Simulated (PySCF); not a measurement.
Two-photon absorption: `InChI=1S/C8H8O2/c1-6(10)8-3-2-7(4-8)5-9/h2-5,9H,1H3/b7-5+`

Geometry:
```json
{"atom": "C1", "x (Å)": "-3.152", "y (Å)": "0.477", "z (Å)": "0.444"}
{"atom": "C2", "x (Å)": "-2.215", "y (Å)": "-0.510", "z (Å)": "-0.211"}
{"atom": "O3", "x (Å)": "-2.635", "y (Å)": "-1.480", "z (Å)": "-0.810"}
{"atom": "C4", "x (Å)": "-0.765", "y (Å)": "-0.262", "z (Å)": "-0.101"}
{"atom": "C5", "x (Å)": "-0.125", "y (Å)": "0.774", "z (Å)": "0.532"}
{"atom": "C6", "x (Å)": "1.301", "y (Å)": "0.579", "z (Å)": "0.362"}
{"atom": "C7", "x (Å)": "2.252", "y (Å)": "1.415", "z (Å)": "0.858"}
{"atom": "O8", "x (Å)": "3.561", "y (Å)": "1.280", "z (Å)": "0.729"}
{"atom": "C9", "x (Å)": "1.478", "y (Å)": "-0.644", "z (Å)": "-0.414"}
{"atom": "C10", "x (Å)": "0.241", "y (Å)": "-1.140", "z (Å)": "-0.687"}
{"atom": "H11", "x (Å)": "-2.957", "y (Å)": "0.538", "z (Å)": "1.526"}
{"atom": "H12", "x (Å)": "-4.187", "y (Å)": "0.158", "z (Å)": "0.274"}
{"atom": "H13", "x (Å)": "-3.005", "y (Å)": "1.486", "z (Å)": "0.028"}
{"atom": "H14", "x (Å)": "-0.581", "y (Å)": "1.605", "z (Å)": "1.071"}
{"atom": "H15", "x (Å)": "1.985", "y (Å)": "2.309", "z (Å)": "1.430"}
{"atom": "H16", "x (Å)": "3.759", "y (Å)": "0.482", "z (Å)": "0.220"}
{"atom": "H17", "x (Å)": "2.427", "y (Å)": "-1.086", "z (Å)": "-0.724"}
{"atom": "H18", "x (Å)": "-0.005", "y (Å)": "-2.041", "z (Å)": "-1.247"}
```

Level of theory: TDDFT CAM-B3LYP/aug-cc-pVDZ excited states, vertical, gas phase in PySCF 2.14.0. Geometry: PBE0-D3(BJ)/def2-SVP.

Singlets 4 and 5, 5 and 6 lie within 0.01 eV of each other, so their separate moments and overlaps can depend on how they mix.

Give the one- and two-photon strengths of the lowest singlets.

δ for parallel linear polarisation; σ at the peak of a Lorentzian of half width 0.1 eV, single beam; Ω is circular over linear.
```tsv
state	E (eV)	f	photon λ (nm)	δ (au)	σ (GM)	Ω	main
S1	3.74	0.013	664	5.06	0.03	1.33	HOMO→LUMO 0.98
S2	3.91	0.000	635	0.11	0.00	1.50	HOMO−2→LUMO 0.63, HOMO−2→LUMO+3 0.29
S3	4.67	0.435	531	151	1.20	0.61	HOMO−1→LUMO 0.91
S4	5.62	0.005	441	96.7	1.12	1.50	HOMO→LUMO+1 0.76, HOMO−1→LUMO+1 0.11
S5	5.62	0.427	441	594	6.88	1.03	HOMO→LUMO+3 0.82
S6	5.62	0.001	441	6.15	0.07	1.35	HOMO−2→LUMO+3 0.51, HOMO−2→LUMO 0.34
```
